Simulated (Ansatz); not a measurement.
`Cl[SiH](Cl)Cl` and `O=C=N[Si](Cl)(Cl)Cl` differ in one atom or group.

Ansatz, PBE0-D4/def2-TZVP geometries, multiplicity 1. Each molecule was computed in one conformer, which needn't be the lowest.

```csv
property,`Cl[SiH](Cl)Cl`
size of the dipole moment (B3LYP/def2-TZVPP) / D,0.78
size of the dipole moment (ωB97M-V/def2-TZVPP) / D,0.76
LUMO energy (B3LYP/def2-TZVPP) / eV,-0.32
HOMO–LUMO gap (PBE0/def2-TZVPP) / eV,9.33
size of the dipole moment (PBE/def2-TZVPP) / D,0.70
LUMO energy (ωB97M-V/def2-TZVPP) / eV,2.00
```

(1) What does the change do to each property? (An estimate is asked.)

Results:

(1) Ansatz gave: 
| property | `O=C=N[Si](Cl)(Cl)Cl` | shift |
| --- | --- | --- |
| size of the dipole moment (B3LYP/def2-TZVPP) / D | 0.50 | -0.28 |
| size of the dipole moment (ωB97M-V/def2-TZVPP) / D | 0.44 | -0.32 |
| LUMO energy (B3LYP/def2-TZVPP) / eV | -0.60 | -0.28 |
| HOMO–LUMO gap (PBE0/def2-TZVPP) / eV | 8.98 | -0.35 |
| size of the dipole moment (PBE/def2-TZVPP) / D | 0.44 | -0.26 |
| LUMO energy (ωB97M-V/def2-TZVPP) / eV | 1.79 | -0.21 |

With PBE0 the HOMO rises by 0.05 eV and the LUMO falls by 0.30 eV, so the gap narrows by about 0.35 eV. PBE moves the HOMO by 0.05 eV and ωB97M-V by 0.07 eV. Dipoles are sizes alone; their direction can turn.

B3LYP here is the variant with VWN-RPA as its local correlation; programs differ in this.
